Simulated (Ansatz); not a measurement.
The cluster Pb2S5⁻. Total charge -1; doublet. Geometry PBE-D4/def2-SVPD.

```xyz
7

Pb   -1.8958   -0.0299    2.8076
Pb   -0.9481   -0.1292   -0.7006
S     1.3753    1.3855   -0.4443
S     2.5379    0.2960   -1.7810
S     1.6724   -1.4695   -2.2323
S    -0.6494   -1.7837    1.3900
S    -2.0923    1.7308    0.9605
```

In the def2 sets Pb takes a core potential; there is no spin–orbit coupling. Another isomer (doublet) lies 0.55 eV lower at PBE0-D4/def2-SVP; other spin states weren't run for this one.

**Question.** Estimate the α-spin orbital energies around the gap (eV) in Ansatz with LDA (SPW92)/def2-SVP, PBE-D4/def2-SVP, revPBE-D4/def2-SVP, r2SCAN-D4/def2-SVP, PBE0-D4/def2-SVP.

**Answer.** 
| orbital | LDA (SPW92)/def2-SVP | PBE-D4/def2-SVP | revPBE-D4/def2-SVP | r2SCAN-D4/def2-SVP | PBE0-D4/def2-SVP |
| --- | --- | --- | --- | --- | --- |
| HOMO−9 | -3.34 | -3.15 | -3.09 | -3.49 | -4.30 |
| HOMO−8 | -3.20 | -3.03 | -2.98 | -3.37 | -4.19 |
| HOMO−7 | -2.80 | -2.63 | -2.57 | -2.97 | -3.88 |
| HOMO−6 | -2.58 | -2.50 | -2.47 | -2.92 | -3.71 |
| HOMO−5 | -2.22 | -2.09 | -2.05 | -2.45 | -3.28 |
| HOMO−4 | -2.00 | -1.84 | -1.79 | -2.14 | -2.86 |
| HOMO−3 | -1.96 | -1.80 | -1.75 | -2.10 | -2.83 |
| HOMO−2 | -1.51 | -1.37 | -1.32 | -1.67 | -2.44 |
| HOMO−1 | -1.50 | -1.34 | -1.29 | -1.62 | -2.34 |
| HOMO | -0.89 | -0.84 | -0.82 | -1.21 | -2.01 |
| LUMO | 0.67 | 0.88 | 0.96 | 0.87 | 1.42 |
| LUMO+1 | 1.42 | 1.63 | 1.69 | 1.64 | 2.38 |
| LUMO+2 | 1.82 | 2.05 | 2.14 | 2.19 | 2.73 |
| LUMO+3 | 2.12 | 2.34 | 2.42 | 2.49 | 3.02 |
| LUMO+4 | 2.56 | 2.77 | 2.85 | 2.93 | 3.47 |
| LUMO+5 | 2.84 | 3.05 | 3.13 | 3.18 | 3.82 |
| β HOMO | -1.46 | -1.29 | -1.24 | -1.55 | -2.17 |
| β LUMO | -0.42 | -0.24 | -0.20 | -0.36 | 0.28 |
